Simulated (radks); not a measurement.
Problem. The mean radii <r> (bohr) of the occupied orbitals of an atom or ion are listed with their occupations. All-electron calculation, Dirac Kohn-Sham, BLYP, spin-unpolarised, spherical densities, finite nucleus; Fermi nuclear charge, rms radius of each element as measured or else 0.836 A^(1/3) + 0.57 fm. Program: a radial shooting solver on a logarithmic mesh with Libxc functionals.

orbital  occ.      <r>
1s1/2       2  0.01606
2s1/2       2  0.06683
2p1/2       2  0.05479
2p3/2       4  0.06367
3s1/2       2   0.1713
3p1/2       2   0.1616
3p3/2       4   0.1768
3d3/2       4   0.1531
3d5/2       6   0.1577
4s1/2       2   0.3419
4p1/2       2   0.3371
4p3/2       1   0.3588

Name the element and its charge. Open shells, if any, fill j = l - 1/2 first.

Solution. Z = 82, lead, charge +49: Pb49+ in [Ar] 3d10 4s2 4p3. The 1s radius gives Z: for a bare nucleus <r> = (2 gamma + 1)/(2Z) with gamma = sqrt(1 - (Z/c)^2), 0.01587 bohr for Z = 82, and screening makes it slightly larger (0.01606 here). The occupations add up to 33, and the charge is Z minus that.
